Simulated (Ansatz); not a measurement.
Gas-phase electronic energies from Ansatz, PBE0-D4/def2-TZVP geometries. CCSD(T)/CBS adds triple-zeta CCSD(T) − MP2 to the extrapolated MP2 energy (def2 sets, frozen cores). This one scheme is used for every species. Each species was taken in one conformer, which may not be the lowest.

Reaction (ligand exchange at a B–N bond): `FBN([SiH3])[SiH3]` + `O[SiH3]` → `FBO[SiH3]` + `[SiH3]N[SiH3]`

`FBN([SiH3])[SiH3]`:

```xyz
12

F    -1.808    1.579    0.945
B    -1.279    0.352    1.016
N    -0.199    0.034    0.169
Si    0.550   -1.547    0.197
Si    0.406    1.255   -0.943
H    -1.752   -0.417    1.800
H     1.992   -1.417    0.528
H     0.434   -2.186   -1.139
H    -0.134   -2.375    1.218
H    -0.647    1.669   -1.900
H     1.526    0.617   -1.684
H     0.912    2.437   -0.206
```

`O[SiH3]`:

Cartesian coordinates in Å:
```
O 0.685 -1.067 0.188
Si -0.263 0.278 0.099
H 1.255 -1.263 -0.556
H 0.551 1.516 -0.049
H -1.022 0.325 1.369
H -1.206 0.211 -1.052
```

`FBO[SiH3]`:

```xyz
8

F     0.679    0.991    2.463
B     0.344    0.935    1.184
O     0.154   -0.272    0.628
Si   -0.261   -0.786   -0.889
H     0.224    1.961    0.577
H    -1.522   -1.555   -0.783
H    -0.445    0.381   -1.790
H     0.828   -1.655   -1.391
```

`[SiH3]N[SiH3]`:

Cartesian coordinates in Å:
```
Si -1.154 0.565 0.887
N -0.331 -0.506 -0.187
Si 1.267 -0.384 -0.827
H -0.331 1.794 1.004
H -1.345 -0.021 2.243
H -2.504 0.908 0.363
H -0.833 -1.349 -0.431
H 1.778 0.967 -0.488
H 1.264 -0.567 -2.304
H 2.190 -1.407 -0.260
```

```json
{"species": "`FBN([SiH3])[SiH3]`", "CCSD(T)/CBS(def2) energy (Eh)": "-761.79139"}
{"species": "`O[SiH3]`", "CCSD(T)/CBS(def2) energy (Eh)": "-366.69042"}
{"species": "`FBO[SiH3]`", "CCSD(T)/CBS(def2) energy (Eh)": "-491.38634"}
{"species": "`[SiH3]N[SiH3]`", "CCSD(T)/CBS(def2) energy (Eh)": "-637.10515"}
```

Q: Work out ΔE.

A: ΔE = (-491.38634) + (-637.10515) − (-761.79139) − (-366.69042) = -0.00968 Eh = -25.4 kJ/mol.

Largest T1 diagnostic among the species: 0.013.

The D4 term adds +5.5 kJ/mol with B3LYP and +3.0 kJ/mol with PBE0; it sums over pairs of atoms, weighted by their polarisabilities, and B3LYP, whose exchange is more repulsive, gets the larger term. In def2-TZVPP, CCSD(T) changes the Hartree–Fock value by +17.7 kJ/mol (the triples alone add +2.7 kJ/mol) and MP2 by +19.0 kJ/mol. Leaving LDA and LC-ωPBE aside and taking each functional with its dispersion term where it has one, the values, not all of them listed here, spread over 11.1 kJ/mol, from BHLYP-D4 to revPBE-D4. LDA lies +4.1 kJ/mol from PBE without D4.

B3LYP here is the variant with VWN-RPA as its local correlation; programs differ in this.
